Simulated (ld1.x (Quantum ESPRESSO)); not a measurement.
# u(r) = r·R(r): atom against pseudo-atom (Pt)

Columns: radius, all-electron u(r) and pseudo u(r) of the 6s shell (level -5.73 eV) of platinum in the configuration [Kr] 4d10 4f14 5s2 5p6 5d9 6s1 6p0; PW91, scalar-relativistic, ultrasoft scheme, ld1.x (Quantum ESPRESSO) 7.5.

```csv
r (bohr),all-electron,pseudo
0.110,0.1009,0.1900
0.220,-0.0318,0.3559
0.330,-0.1936,0.4781
0.440,-0.0655,0.5444
0.550,0.1357,0.5519
0.660,0.2688,0.5062
0.770,0.3039,0.4189
0.880,0.2595,0.3045
0.990,0.1653,0.1768
1.100,0.0471,0.0468
1.210,-0.0768,-0.0786
1.320,-0.1948,-0.1954
1.430,-0.3007,-0.3007
1.540,-0.3917,-0.3917
1.650,-0.4670,-0.4670
1.760,-0.5275,-0.5275
1.870,-0.5743,-0.5743
1.980,-0.6090,-0.6090
2.090,-0.6330,-0.6330
2.200,-0.6479,-0.6479
2.310,-0.6551,-0.6551
2.420,-0.6560,-0.6560
2.530,-0.6514,-0.6514
2.640,-0.6425,-0.6425
2.750,-0.6301,-0.6301
2.860,-0.6148,-0.6148
```

Task: How many radial nodes do the two functions have?

Result: The all-electron 6s function has n − l − 1 = 5 (the table is too coarse to show those close to the nucleus); the pseudo-wave has 1, since 1 lower shell of the same l stays in the valence.

Task: At about which radius was the pseudo-wave matched?

Result: 1.45 bohr, where the columns begin to agree (steps of 0.11 bohr).

Task: Is the pseudo-wave norm-conserving?

Result: No, it belongs to an ultrasoft set: the norm inside the radius is not constrained, and the difference is carried by the augmentation charge.
